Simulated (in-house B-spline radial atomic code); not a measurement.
## RPA and G0W0 on PBE0: As VI (As5+)

Configuration [Ar] 3d10, mean-field start PBE0. Computed with an all-electron radial atomic-structure program (B-spline basis): all electrons, non-relativistic, point nucleus, each spin shell either full or empty, empty states to l = 9 with an (l + 1/2)⁻⁴ tail; G0W0 by contour deformation at full frequency.

Command:
```bash
python run_gw.py task.json out
```
Settings (radii: box in bohr, nucleus in fm):
```
Z                        33
electrons                28
configuration            [Ar] 3d10
hamiltonian              nr
method                   pbe0
lmax                     9
spin_polarised           False
box_radius               10.43
intervals                50
```

Cost of the run: 1.9 s on 1 thread of Arm Neoverse N1, with other jobs on the host.

Energies (hartree):

```csv
term,value
mean-field total,-2229.41086
Hartree-Fock functional on these orbitals,-2228.24420
direct second order,-2.3718
second-order exchange,0.68754
SOSEX correction,0.63666
```

Task: What is the RPA correlation energy, and what remains with SOSEX?

Result: RPA gives -2.0735 hartree (-2.02 eV per electron); RPA + SOSEX gives -1.4369, and the second-order doubles -1.6843 hartree (no singles). SOSEX takes back 31 % of the RPA value.

Quasi-particle levels (eV):

| level | occupied | mean field | Σx - vxc | Σc | QP weight | G0W0 |
| --- | --- | --- | --- | --- | --- | --- |
| 3d | yes | -112.26 | -12.38 | ? | ? | ? |
| 4s | no | -66.93 | 6.28 | -1.32 | 0.991 | -61.97 |

G0W0 = mean field + (Σx - vxc) + Σc, with Σc (partial-wave tail included) taken at the quasi-particle energy. Only the outer levels were computed. Levels of low weight are left out.

Task: Where does G0W0 put 3d?

Result: At -122.46 eV, with Σc = 2.19 eV and a quasi-particle weight of 0.958. The tabulated removal energy is 121.19 ± 0.06 eV (NIST, measured); the calculation leaves out relativity, Breit and QED terms, and what these don't explain is the method's own error.
